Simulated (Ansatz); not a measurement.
Consider the atomization: `[BH2-]1[NH2+][BH2-][NH2+]1` → 2 B• + 8 H• + 2 N•.

Program: Ansatz. Geometries: PBE0-D4/def2-TZVP. ΔE: electronic, gas phase. CBS: MP2 limit from def2 TZ/QZ plus the TZ coupled-cluster correction, frozen cores. This one scheme is used for every species, atoms too. DFT in def2-TZVPP. Open shells (•) are unrestricted, without spin–orbit coupling. Spin–orbit coupling would lower the free atoms: a little for B.

```tsv
level	ΔE (kJ/mol)
PBE-D4	4355.6
HF/CBS(def2)	3151.9
```

(1) What does CCSD(T)/CBS give? (Estimate.)

Largest T1 diagnostic among the species: 0.014.

Answers

(1) Ansatz gave: +4271.3 kJ/mol. The listed levels differ from it by 84.3, -1119.4 kJ/mol.

Leaving LDA and LC-ωPBE aside and taking each functional with its dispersion term where it has one, the values, not all of them listed here, spread over 141.9 kJ/mol, from BHLYP-D4 to PBE-D4. LDA lies +531.5 kJ/mol from PBE without D4, its usual overbinding. From BLYP to BHLYP (50 % exact exchange), in def2-TZVPP and without D4, ΔE moves by −59.5 kJ/mol: exact exchange takes away binding that semilocal exchange gives to molecules. In def2-TZVPP, CCSD(T) changes the Hartree–Fock value by +1024.4 kJ/mol (the triples alone add +50.1 kJ/mol) and MP2 by +1058.7 kJ/mol; breaking electron pairs costs correlation energy, which Hartree–Fock lacks.

For atomizations the MP2-based limit and the directly extrapolated one differ by several kJ/mol either way, and by 10 to 25 for some Ge, Se and Sn compounds, so smaller differences from it don't rank the levels.
